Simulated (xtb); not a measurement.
xtb input:

```bash
xtb mol.xyz --gfn 2 --ohess tight --chrg -1 --uhf 0
```
mol.xyz:
```
7

Si     0.03285680     0.04969403    -0.00473512
Br    -0.55902357     0.69213551     2.08375265
O      0.61519629     1.41617358    -0.88997766
O     -1.38085128    -0.56487991    -0.83887076
O      1.23538162    -1.16233490     0.06979708
H     -2.03831491     0.17521008    -0.85422659
H      1.96263971    -0.72518369     0.53100914
```

### Question
What final total energy does it print?

### Answer
-19.46524 Eh (GFN2-xTB).

It need not be the lowest isomer of its formula. Whether it binds its extra electron was not tested at this geometry.
